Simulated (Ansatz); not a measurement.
One change: `CC1=CC(C)=[O+][Zn-]([OH])[O]1` becomes `CC1=CC(C)=[O+][Ti-]([OH])([OH])([OH])[O]1`.

Ansatz, PBE0-D4/def2-TZVP geometries, multiplicity 1. Each molecule was computed in one conformer, which needn't be the lowest.

Scalar relativity is left out up to krypton.

```tsv
property	`CC1=CC(C)=[O+][Zn-]([OH])[O]1`
HOMO–LUMO gap (PBE0/def2-TZVPP) / eV	5.50
HOMO–LUMO gap (ωB97M-V/def2-TZVPP) / eV	9.72
HOMO energy (B3LYP/def2-TZVPP) / eV	-6.93
LUMO energy (ωB97M-V/def2-TZVPP) / eV	0.46
HOMO energy (PBE0/def2-TZVPP) / eV	-7.13
LUMO energy (B3LYP/def2-TZVPP) / eV	-1.83
```

What does the change do to each property? (Best estimate.)

The calculation gave: 
```tsv
property	`CC1=CC(C)=[O+][Ti-]([OH])([OH])([OH])[O]1`	shift
HOMO–LUMO gap (PBE0/def2-TZVPP) / eV	5.45	-0.05
HOMO–LUMO gap (ωB97M-V/def2-TZVPP) / eV	9.64	-0.08
HOMO energy (B3LYP/def2-TZVPP) / eV	-7.01	-0.08
LUMO energy (ωB97M-V/def2-TZVPP) / eV	0.32	-0.14
HOMO energy (PBE0/def2-TZVPP) / eV	-7.20	-0.07
LUMO energy (B3LYP/def2-TZVPP) / eV	-1.97	-0.14
```

With PBE0 the HOMO falls by 0.07 eV and the LUMO falls by 0.13 eV, so the gap narrows by about 0.06 eV. PBE moves the HOMO by -0.22 eV and ωB97M-V by -0.06 eV.

B3LYP here is the variant with VWN-RPA as its local correlation; programs differ in this.

Positive LUMOs are unbound, so they and the gaps depend on the basis.
